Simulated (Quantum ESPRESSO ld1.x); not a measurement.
Results of a calculation; reference values are marked as such.
Q: These are the eigenvalues of the occupied orbitals of an atom or ion with whole-number occupations (eV). Code: ld1.x of Quantum ESPRESSO 7.5. Model: scalar-relativistic Kohn-Sham, PBE, spin-unpolarised, spherical densities, point nucleus.

orbital  eigenvalue
1s         -25345.6
2s         -3743.47
2p         -3359.26
3s         -697.458
3p         -571.238
3d         -372.179
4s         -107.493
4p         -70.7160
4d         -18.3826
5s         -11.1553
4f          -0.4339

Which element is it, and in what charge state? The configuration may be excited.

A: Z = 47, silver, charge 0: Ag in [Ar] 3d10 4s2 4p5 4d10 5s1 4f1. The list shows which subshells hold electrons but not how many an open one holds; the 1s level, -931.43 hartree, gives Z - s = 43.2 by -(Z - s)^2/2, which with screening and relativity narrows Z to a few neighbours, and the depths of the outer levels then fix element, charge and occupations together.
